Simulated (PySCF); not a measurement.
Electron correlation in Xe²⁺ (xenon, charge +2)

[Kr] 4d10 5s2 5p4, high-spin 3P determinant. All numbers are calculated (PySCF 2.14, scalar relativity through the core potential, in def2-TZVP with the def2 core potential (28 electrons) (6s5p3d2f, 50 functions)). Frozen: 4s2 4p6 4d10; 6 electrons correlated.

MP2 pair energies summed by pair of shells (mhartree):

```tsv
pair	energy	share (%)
5p-5p	-41.71	46.2
5s-5p	-41.69	46.2
5s-5s	-6.88	7.6
```

Total MP2 correlation energy: -90.27 mhartree.

Same-spin part -20.11 and opposite-spin part -70.16 mhartree; SCS-MP2 scales them by 1/3 and 6/5 to -90.90 mhartree.

```tsv
level	correlation energy (mhartree)
CCSD	-108.14
(T)	-2.57
CCSD(T)	-110.71
```

Diagnostics: T1 = 0.0066, D1 = 0.0203, largest double amplitude 0.044.

Cost of the coupled-cluster step: 0.56 s of wall time on 1 thread of Intel(R) Xeon(R) 6975P-C (shared host), for 6 correlated electrons.

Iterations:

```
CC2 = 0
CCSD nocc = (np.int64(4), np.int64(2)), nmo = (41, 41)
frozen orbitals [[0, 1, 2, 3, 4, 5, 6, 7, 8], [0, 1, 2, 3, 4, 5, 6, 7, 8]]
max_cycle = 100
direct = 0
conv_tol = 1e-08
conv_tol_normt = 1e-06
diis_space = 8
diis_start_cycle = 0
Init t2, MP2 energy = -0.0902688296643535
Init E_corr(UCCSD) = -0.0902688296800131
cycle = 1  E_corr(UCCSD) = -0.103952122308231  dE = -0.0136832926  norm(t1,t2) = 0.037646
cycle = 2  E_corr(UCCSD) = -0.106899086092654  dE = -0.00294696378  norm(t1,t2) = 0.0118995
cycle = 3  E_corr(UCCSD) = -0.108178057981011  dE = -0.00127897189  norm(t1,t2) = 0.00451876
cycle = 4  E_corr(UCCSD) = -0.108141506569172  dE = 3.65514118e-05  norm(t1,t2) = 0.000480109
cycle = 5  E_corr(UCCSD) = -0.108143110891899  dE = -1.60432273e-06  norm(t1,t2) = 5.93487e-05
cycle = 6  E_corr(UCCSD) = -0.108143006482268  dE = 1.04409631e-07  norm(t1,t2) = 1.05511e-05
cycle = 7  E_corr(UCCSD) = -0.108143124253809  dE = -1.17771541e-07  norm(t1,t2) = 1.58347e-06
cycle = 8  E_corr(UCCSD) = -0.108143101208789  dE = 2.30450199e-08  norm(t1,t2) = 3.49306e-07
cycle = 9  E_corr(UCCSD) = -0.108143101020149  dE = 1.88639951e-10  norm(t1,t2) = 6.08181e-08
UCCSD converged
E(UCCSD) = -327.2473607190079  E_corr = -0.1081431010201493
UCCSD(T) correction = -0.0025712700507129
```
